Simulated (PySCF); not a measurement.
In(F)(OH)2 (FH₂InO₂), SMILES [OH][In]([OH])[F].

Geometry optimised at B3LYP-D3(BJ)/def2-SVP. The def2 effective core potentials stand for the cores of In; spin–orbit coupling is left out. Other conformers were not sampled.

These are CAM-B3LYP/def2-TZVPD (PySCF) values and carry that method's errors.

Symmetry labels are those of the subgroup C2v that the program uses (full group C2v).

Q: List the valence orbital energies around the gap with their symmetry. (An estimate is asked for; the answer gives what the named calculation found.)

A: 
```
orbital  symmetry  energy (eV)
-------  --------  -----------
HOMO−7         B2       -14.47
HOMO−6         A1       -13.80
HOMO−5         B2       -12.44
HOMO−4         B1       -12.35
HOMO−3         A1       -11.38
HOMO−2         B2       -11.28
HOMO−1         B1       -11.08
HOMO           A2       -10.70
LUMO           A1        -1.81
LUMO+1         B1        -0.24
LUMO+2         B2         0.56
LUMO+3         A1         0.98
```
